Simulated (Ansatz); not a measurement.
Ansatz results at the PBE0-D4/def2-TZVP geometry: HOMO–LUMO gap (B3LYP/def2-TZVPP) 6.82 eV; HOMO–LUMO gap (PBE/def2-TZVPP) 5.13 eV; HOMO–LUMO gap (ωB97M-V/def2-TZVPP) 11.05 eV.

Each molecule was computed in one conformer, which needn't be the lowest.

**Question.** Which molecule gave them?
A. `N[SiH2]C(O)(F)F`
B. `C[Si](F)(Cl)[O][AlH2]`
C. `OCB1[SiH2][SiH2]1`
D. `FC1OB(Cl)[SiH2]1`

**Answer.** B. The others give `FC1OB(Cl)[SiH2]1`: 6.34, 4.50, 10.91; `N[SiH2]C(O)(F)F`: 7.53, 5.72, 11.94; `OCB1[SiH2][SiH2]1`: 4.53, 3.17, 8.67.

B3LYP here is the variant with VWN-RPA as its local correlation; programs differ in this.
